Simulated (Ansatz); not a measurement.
System: MoO, net charge 0, quintet state. The spin state was set by rule; other spins were not relaxed. SMILES: [O]=[Mo]
Structure (B3LYP-D3(BJ)/def2-TZVP (Ansatz, a program for electronic structure) minimum search):
```
Mo
O 1 1.6977
```
Charge 0, spin multiplicity 5.

Quantity: vertical electron affinity (to the sextet state of charge -1; a negative value means that the extra electron is unbound and the number depends on the basis; each state is the SCF solution reached for its spin; the UHF <S^2> is 8.85 for the sextet (pure: 8.75) and 6.52 for the quintet (pure: 6.00); for the quintet T1 is 0.081), in eV. Correlated levels leave the core frozen unless marked. Open shells are spin-unrestricted. No spin-orbit coupling. Frozen are the shells of the preceding noble gas and the d and f shells that filled before the atom's block. In def2 rows, elements after Kr have scalar-relativistic effective core potentials. Anions need diffuse functions: def2-D sets add few. CBS(X,Y): correlation extrapolated as X^-3; Hartree-Fock from the larger set.

```csv
level,program,vertical electron affinity (eV)
SVWN5/def2-TZVPD,Ansatz,1.04
PBE/def2-TZVPD,Ansatz,0.90
r2SCAN/def2-TZVPD,Ansatz,0.98
B3LYP/def2-TZVPD,Ansatz,0.87
BHLYP/def2-TZVPD,Ansatz,0.75
wB97M-V/def2-TZVPD,Ansatz,0.93
wB97X-V/def2-TZVPD,Ansatz,0.85
CCSD/def2-TZVPPD,Ansatz,0.86
CCSD/def2-QZVPPD,Ansatz,0.96
"CCSD/CBS(def2-TZVPPD,def2-QZVPPD)",Ansatz,0.99
CCSD(T)/def2-SVPD,Ansatz,0.91
CCSD(T)/def2-TZVPPD,Ansatz,0.94
CCSD(T)/def2-QZVPPD,Ansatz,1.05
"CCSD(T)/CBS(def2-TZVPPD,def2-QZVPPD)",Ansatz,1.08
```
